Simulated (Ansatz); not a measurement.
Wavefunction ladder for CH7NSi2 (`N[SiH]1C[SiH2]1`)

```xyz
11

N    -0.728   -1.691    0.804
Si   -0.783   -0.265   -0.142
C     0.255    1.186    0.472
Si    1.091    0.510   -1.102
H    -0.560   -2.581    0.367
H    -1.278   -1.785    1.642
H    -2.110    0.152   -0.669
H     0.811    1.034    1.395
H    -0.176    2.183    0.423
H     1.069    1.396   -2.291
H     2.409   -0.139   -0.901
```

Charge 0, multiplicity 1. The geometry is a stationary point of PBE0-D4/def2-TZVP. It is one conformer, not always the lowest. Frozen core, restricted reference, Ansatz. CBS rows extrapolate triple and quadruple zeta; past MP2 they add the triple-zeta difference.

```csv
basis,HF (Eh),MP2 corr.
def2-SVP,-673.97943,-0.50628
def2-TZVPP,-674.30099,-0.63122
def2-QZVPP,-674.32351,-0.67565
```

Task: Estimate the CCSD correlation energy and the (T) correction in each basis where they were run (hartree).

Result: 
```tsv
basis	CCSD corr.	(T)
def2-SVP	-0.56040	-0.01719
def2-TZVPP	-0.67930	-0.02808
CBS(def2)	-0.75665	as TZ
```
